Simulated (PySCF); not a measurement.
Nb⁺: excitation energy

Nb⁺ [Kr] 4d4 (5D) → Nb⁺ [Kr] 4d3 5p1 (high-spin determinant), as a difference of total energies. All numbers are calculated (PySCF 2.14, scalar relativity through the core potential, in aug-cc-pVDZ-PP with ECP28MDF (5s5p4d2f, 54 functions)). Correlated levels: valence: 4s2 4p6 frozen. The calculations carry no spin-orbit coupling.

```json
{"method": "UHF", "excitation energy (eV)": "3.945"}
{"method": "MP2 (valence)", "excitation energy (eV)": "4.159"}
{"method": "SCS-MP2 (valence)", "excitation energy (eV)": "4.016"}
{"method": "CCSD (valence)", "excitation energy (eV)": "4.116"}
{"method": "CCSD(T) (valence)", "excitation energy (eV)": "4.097"}
```

Task: How much does correlation contribute at CCSD(T) (valence)?

Result: 4.097 − (3.945) = 0.152 eV, measured against UHF.

The determinant of the upper state mixes LS terms, which raises its energy above the lowest term, most at the Hartree-Fock and MP2 levels.
